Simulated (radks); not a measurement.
Q: Valence configurations of Sm II (all share [Xe]). Method: scalar-relativistic Kohn-Sham, PBE, spin-polarised, spherical densities, point nucleus; open shells are filled with parallel spins first (spin-orbit coupling, left out, can overturn this in heavy ions); computed with a radial shooting solver on a logarithmic mesh with Libxc functionals. Order these by energy: 4f3.5 6p3.5; 4f6 6s0.5 6p0.5; 4f6 5d0.5 6s0.5; 4f6 6s1; 4f4 6s1 6p2; 4f7; 4f5.5 5d1 6s0.5; 4f4 6p3; 4f5.5 6s1.5; 4f4 5d2 6s1.

A: From the lowest, in eV above it: 4f6 6s1 0.000; 4f6 5d0.5 6s0.5 0.620; 4f7 1.305; 4f6 6s0.5 6p0.5 1.605; 4f5.5 6s1.5 1.715; 4f5.5 5d1 6s0.5 2.044; 4f4 5d2 6s1 13.131; 4f4 6s1 6p2 23.836; 4f4 6p3 28.241; 4f3.5 6p3.5 40.952. NIST lists [Xe] 4f6 6s1 as the ground configuration; this level of theory agrees among the configurations tried. The energies are those of spherical high-spin densities, not of single terms.
